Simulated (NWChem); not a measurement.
Molecule: C5H6; SMILES C#CC1CC1

Results from NWChem. Pople sets run with spherical d functions. The geometry was optimised at PBE0/def2-SVP.

**Question.** Among these, which level gives the highest value of “orbital gap (eV)”?
A) B3LYP/def2-SVP
B) B3LYP/def2-SVPD
C) B3LYP/6-31G*
D) B3LYP/STO-3G

**Answer.** D, B3LYP/STO-3G. Values: B3LYP/def2-SVPD 7.36; B3LYP/def2-SVP 7.75; B3LYP/6-31G* 7.91; B3LYP/STO-3G 9.55
